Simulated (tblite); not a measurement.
Species: C₇H₅F₃.
Numbering: `[CH3:1][C:2]#[C:3][C:4]#[C:5][CH2:6][C:7]([F:8])([F:9])[F:10]` (hydrogens: H11, H12, H13 on C1; H14, H15 on C6)

The geometry is computed with GFN2-xTB (gas phase).

List the bond lengths, angles and torsions at this level.

```csv
bond,length (Å),order
C1–C2,1.440,single
C2≡C3,1.207,triple
C3–C4,1.358,single
C4≡C5,1.206,triple
C5–C6,1.447,single
C6–C7,1.522,single
"C7–F8, C7–F9, C7–F10",1.341,single
"C1–H11, C1–H12, C1–H13",1.090,single
"C6–H14, C6–H15",1.094,single
```

Bonds in one row agree within 0.01 Å and their mean is given. Orders are formal, as drawn. A selection of angles:
```csv
angle,degrees
C1–C2–C3,179.8
C2–C3–C4,179.6
C3–C4–C5,178.5
C4–C5–C6,177.7
C5–C6–C7,110.6
C6–C7–F8,111.2
C6–C7–F9,112.8
F8–C7–F9,106.4
F9–C7–F10,106.9
```

Torsions: C5–C6–C7–F8 180° (antiperiplanar). The mirror-image conformer, all signs reversed, is as good.

The C–C distances run from 1.206 Å (C4≡C5, drawn triple) to 1.522 Å (C6–C7, drawn single), a spread of 0.316 Å.

Point group: near Cs, missed by 0.34 Å at most; the miss may be what the optimiser left on a soft mode. GFN2-xTB frequencies show an imaginary mode (24i cm⁻¹), so the point is no minimum at that level.
